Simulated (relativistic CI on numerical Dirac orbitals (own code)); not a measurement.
# Charge states of gadolinium

Method of calculation: Dirac-Coulomb-Breit CI, KLI orbitals optimised for each configuration, QED by a radiative potential, valence Slater integrals scaled by 0.9 (own radial code, finite nucleus).

Each species is treated in one configuration, given outside its closed core. Radial values are for the open shell of highest l, unscaled and averaged over j; ζ includes the Breit term. Labels give the leading LS character, summed over repeated terms.

| Ion | Configuration | Its lowest level | LS weight (%) | F² (cm⁻¹) | F⁴ (cm⁻¹) | g_J | g√(J(J+1)) | Next level | E (cm⁻¹) |
| --- | --- | --- | --- | --- | --- | --- | --- | --- | --- |
| Gd³³⁺ | 3d¹⁰4s²4p | ²P°1/2 | 100 |  |  | 0.661 | 0.57 | ²P°3/2 | 363570 |
| Gd³⁴⁺ | 3d¹⁰4s² | ¹S0 | 100 |  |  |  | 0.00 |  |  |
| Gd³⁵⁺ | 3d¹⁰4s | ²S1/2 | 100 |  |  | 1.998 | 1.73 |  |  |
| Gd³⁶⁺ | 3d¹⁰ | ¹S0 | 100 |  |  |  | 0.00 |  |  |
| Gd³⁷⁺ | 3d⁹ | ²D5/2 | 100 |  |  | 1.193 | 3.53 | ²D3/2 | 261920 |
| Gd³⁸⁺ | 3d⁸ | ³F4 | 89 | 483800 | 311700 | 1.216 | 5.44 | J = 2 (mixed) | 58399 |
| Gd³⁹⁺ | 3d⁷ | ⁴F9/2 | 64 | 489100 | 315300 | 1.236 | 6.15 | J = 3/2 (mixed) | 82067 |
| Gd⁴⁰⁺ | 3d⁶ | J = 4 (mixed) | 39 | 494300 | 318900 | 1.277 | 5.71 | J = 2 (mixed) | 49913 |
| Gd⁴¹⁺ | 3d⁵ | J = 5/2 (mixed) | 29 | 499600 | 322500 | 1.378 | 4.08 | J = 5/2 (mixed) | 204790 |
| Gd⁴²⁺ | 3d⁴ | ³P0 | 58 | 504800 | 326000 |  | 0.00 | ⁵D1 | 233900 |
| Gd⁴³⁺ | 3d³ | ⁴F3/2 | 50 | 510000 | 329600 | 0.679 | 1.31 | ⁴F5/2 | 243150 |
| Gd⁴⁴⁺ | 3d² | ³F2 | 76 | 515100 | 333100 | 0.751 | 1.84 | ³P0 | 142040 |
| Gd⁴⁵⁺ | 3d | ²D3/2 | 100 |  |  | 0.790 | 1.53 | ²D5/2 | 312930 |
| Gd⁴⁶⁺ | 3s²3p⁶ | ¹S0 | 100 |  |  |  | 0.00 |  |  |
| Gd⁴⁷⁺ | 3s²3p⁵ | ²P°3/2 | 100 |  |  | 1.324 | 2.56 | ²P°1/2 | 1.4092e+06 |
| Gd⁴⁸⁺ | 3s²3p⁴ | ³P2 | 70 | 450200 |  | 1.339 | 3.28 | ¹S0 | 127980 |
| Gd⁴⁹⁺ | 3s²3p³ | J = 3/2 (mixed) | 47 | 452600 |  | 1.358 | 2.63 | ⁴S°3/2 | 1.3542e+06 |
| Gd⁵⁰⁺ | 3s²3p² | ³P0 | 70 | 455000 |  |  | 0.00 | ³P1 | 1.3878e+06 |
| Gd⁵¹⁺ | 3s²3p | ²P°1/2 | 100 |  |  | 0.653 | 0.57 | ²P°3/2 | 1.4866e+06 |
| Gd⁵²⁺ | 3s² | ¹S0 | 100 |  |  |  | 0.00 |  |  |
| Gd⁵³⁺ | 3s | ²S1/2 | 100 |  |  | 1.989 | 1.72 |  |  |
| Gd⁵⁴⁺ | 2s²2p⁶ | ¹S0 | 100 |  |  |  | 0.00 |  |  |
| Gd⁵⁵⁺ | 2s²2p⁵ | ²P°3/2 | 100 |  |  | 1.308 | 2.53 | ²P°1/2 | 5.784e+06 |
| Gd⁵⁶⁺ | 2s²2p⁴ | ? | ? | ? | ? | ? | ? | ? | ? |

Question: Fill in the row of Gd⁵⁶⁺.

Answer: Its lowest level ³P2; LS weight (%) 69; F² (cm⁻¹) 1.193e+06; g_J 1.317; g√(J(J+1)) 3.23; Next level ¹S0; E (cm⁻¹) 379290.
